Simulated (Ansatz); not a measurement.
Job for Ansatz (an electronic-structure program): U-SVWN5/def2-TZVPP on OS (SMILES O=S), 2S+1 = 3, a spin state set in the input, which need not be the lowest, at the other state's geometry.

Ansatz 0.2 input:
```yaml
crystal:
  periodic: [false, false, false]
  atoms:
    - {symbol: O, position_ang: [-0.00000000, -0.00000000, -0.99301389]}
    - {symbol: S, position_ang: [0.00000000, 0.00000000, 0.49650695]}
basis:
  gaussian:
    orbitals: def2-TZVPP
hamiltonian:
  xc: {name: SVWN5}
magnetization: {spin_polarized: true, initial_magnetization: 2}
```

Output:

```
WARN ansatz: RAYON_NUM_THREADS=1 ignored (pool sized by the plan → 1); use --threads N
Functional definition: SVWN5
integrals: 0.01 GiB planned
435 factors; their error is unknown
mean field: 0.15 GiB planned
mean field evaluation 1: about -12825.0987 eV, gradient 4.0e1 eV
mean field evaluation 2: about -12766.1798 eV, gradient 1.2e2 eV
mean field evaluation 4: about -12830.5064 eV, gradient 5.9e0 eV
mean field evaluation 8: about -12830.6483 eV, gradient 7.9e-2 eV
mean field -12830.64834751 eV, -471.5176298450 hartree, gradient 6.4e-5 eV, S^2 2.002763; 0 other end points of the search recorded, 0 dependent functions left out
reference -12830.64836679 eV, -471.5176305536 hartree; 13, 11 occupied and 60, 62 virtual orbitals, 435 factors
Total energy: -12830.64836679 eV, -471.5176305536 hartree
```

The calculation finished and met its thresholds.

Cost: around 0.7 core-seconds (rough).
